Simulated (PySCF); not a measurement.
Spectra and structures to be paired. The calculation used PySCF, TDDFT PBE0/def2-SVPD, vertical, gas phase, core orbitals frozen in the response. Geometries: GFN2-xTB; one conformer of each isolated species. Triplets are in the Tamm–Dancoff approximation.

A. `[SiH3]c1cnns1`
B. `CCCN[SiH2][SiH3]`
C. `O=CCC(F)F`

Lowest singlet levels (six at most, fewer where fewer were computed) with oscillator strengths:

1. 293 nm (f 0.000); 163 nm (f 0.012); 161 nm (f 0.024); 154 nm (f 0.023); 152 nm (f 0.049); 143 nm (f 0.033); T1 3.57 eV
2. 241 nm (f 0.002); 210 nm (f 0.010); 198 nm (f 0.012); 195 nm (f 0.011); 188 nm (f 0.009); 185 nm (f 0.019); T1 4.87 eV
3. 314 nm (f 0.001); 230 nm (f 0.019); 211 nm (f 0.137); 203 nm (f 0.000); 199 nm (f 0.003); 196 nm (f 0.057); T1 3.25 eV

**Question.** Match each spectrum to its molecule.

**Answer.** 1 = C, 2 = B, 3 = A.
- A: S1 at 3.95 eV, HOMO→LUMO (99%); Löwdin shares by element: HOMO nitrogen 73%, sulfur 14%, carbon 8% or more; LUMO nitrogen 37%, sulfur 24%, carbon 21% or more (atoms not listed hold the other 18%); HOMO -7.57 and LUMO -1.91 eV; point group Cs, 1 of its 6 listed states under f = 0.0005.
- B: S1 at 5.14 eV, HOMO→LUMO (99%); Löwdin shares by element: HOMO nitrogen 53%, silicon 11% or more, carbon 10% or more, hydrogen 7% or more (atoms not listed hold the other 20%); LUMO silicon 51%, hydrogen 15% or more (atoms not listed hold the other 35%); HOMO -6.64 and LUMO -0.17 eV.
- C: S1 at 4.24 eV, HOMO→LUMO (99%); S1 has the pattern of n→π* at C=O; HOMO -8.04 and LUMO -1.39 eV.
